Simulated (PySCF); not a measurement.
HOZn, SMILES [OH][Zn+], charge +1. Atoms are numbered in the order given.

```xyz
3

Zn    -0.0063    -0.4193     0.0000
O      0.1170     1.3477     0.0000
H     -0.7460     1.7981     0.0000
```
Charge +1, spin multiplicity 1.

Geometry: B3LYP-D3(BJ)/def2-TZVP. The spin state was assumed, not searched. The isomer is the one that the SMILES or the coordinates give; other isomers of the formula were not compared.

All values below come from B3LYP-D3(BJ)/def2-TZVP in PySCF.

Frequencies are harmonic and unscaled.

Give all harmonic wavenumbers and intensities. (An estimate is asked for; the answer gives what the named calculation found.)


| mode | ν (cm⁻¹) | IR (km/mol) | moving atoms (share of kinetic energy) |
|---|---|---|---|
| 1 | 660 | 4.3 | O 78 %, Zn 20 % |
| 2 | 902 | 102.1 | H 93 % |
| 3 | 3712 | 230.3 | H 94 % |
